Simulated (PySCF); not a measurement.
H₅BOSi (SMILES OB[SiH3]), singlet, at a GFN2-xTB geometry, atoms displaced at random by about 0.08 Å a coordinate.

PySCF was given this input:
```python
from pyscf import gto, scf

mol = gto.Mole()
mol.atom = '''
    B     0.080279   -0.862230    0.367881
    H    -0.764321   -1.800968    0.559841
    O     1.156972   -0.973404    0.701425
    H     1.918961   -0.474164    0.552652
    Si   -0.528545    0.772711   -0.499931
    H    -1.557703    1.525469    0.163931
    H    -0.957241    0.475727   -1.889412
    H     0.574566    1.676899   -0.590984
'''
mol.basis = '6-31g'
mol.charge = 0
mol.spin = 0
mol.verbose = 4
mol.build()

mf = scf.RHF(mol)
mf.kernel()
g = mf.nuc_grad_method()
grad = g.kernel()
```

What does this run give for the HOMO energy, total energy, HOMO-LUMO gap, nuclear repulsion energy, number of basis functions?


The HOMO energy is -9.87 eV. The total energy is -391.2246 Eh, the HOMO-LUMO gap is 13.32 eV and the nuclear repulsion energy comes out as 98.4400 Eh. The number of basis functions is 41.
